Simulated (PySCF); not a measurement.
TiCl4, SMILES [Cl][Ti]([Cl])([Cl])[Cl], multiplicity 1. Geometry: B3LYP-D3(BJ)/def2-SVP. The multiplicity is an assumed one; other spin states were not compared. The isomer is the one that the SMILES or the coordinates give; other isomers of the formula were not compared.

Computed with B3LYP-D3(BJ)/def2-SVP (PySCF 2.14.0).

Harmonic wavenumbers (cm⁻¹): 117, 117, 137, 137, 137, 383, 502, 502, 502. Rotational constants (GHz): 1.137, 1.137, 1.137; symmetry number 12.

**Question.** Work out the zero-point energy and the ideal-gas rigid-rotor harmonic-oscillator thermochemistry at 298.15 K and 1 atm.

**Answer.** ZPE = ½ Σ hcν = ½ × 2536 cm⁻¹ = 3.63 kcal/mol. H − E(el) = 8.75 kcal/mol. Entropy in cal/(mol K): translation 41.63, rotation 24.83, vibration 17.80, total 84.25. G − E(el) = -16.37 kcal/mol. Cp = 22.81 cal/(mol K). Modes under 150 cm⁻¹ make the vibrational entropy uncertain.
